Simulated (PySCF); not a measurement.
Run times: potassium in x2c-QZVPPall with one added diffuse shell each of s, p, d, f type

Measured wall times of calculations with PySCF 2.14 in x2c-QZVPPall with one added diffuse shell each of s, p, d, f type (12s8p5d4f, 89 functions), with the spin-free X2C one-electron Hamiltonian (Gaussian nucleus), run from one Python driver. Hardware: 1 thread of Neoverse-V1 on a shared host, 1.3 GiB allowed. The two-electron integrals over 89 functions were computed once and kept in memory (0.56 CPU seconds with the set-up); the times below exclude them. Kohn-Sham runs start from converged Hartree-Fock orbitals.

Launch command (the driver calls PySCF for each step listed in the task file):

```bash
OMP_NUM_THREADS=1 python atomrun2.py TASK.json OUT
```

| species | step | iterations | wall time (s) |
| --- | --- | --- | --- |
| K [Ar] 4p1 | UHF with spin-orbit constants | 5 | 5.8 |
| K [Ar] 4p1 | LDA | 6 | 0.52 |
| K [Ar] 4p1 | PBE | 6 | 0.72 |
| K [Ar] 4p1 | PBE0 | 6 | 1.2 |
| K [Ar] 4p1 | r2SCAN | 6 | 1.8 |
| K [Ar] 4p1 | CAM-B3LYP | 8 | 2.7 |
| K [Ar] 4p1 | TPSSh | 6 | 2.3 |
| K [Ar] 4p1 | B97-3 | 8 | 1.6 |
| K [Ar] 4p1 | wB97X-V | 8 | 3 |
| K [Ar] 4p1 | MP2 (9 electrons) |  | 0.46 |

Peak memory of the process: 0.34 GiB. Times on a shared host vary from run to run.
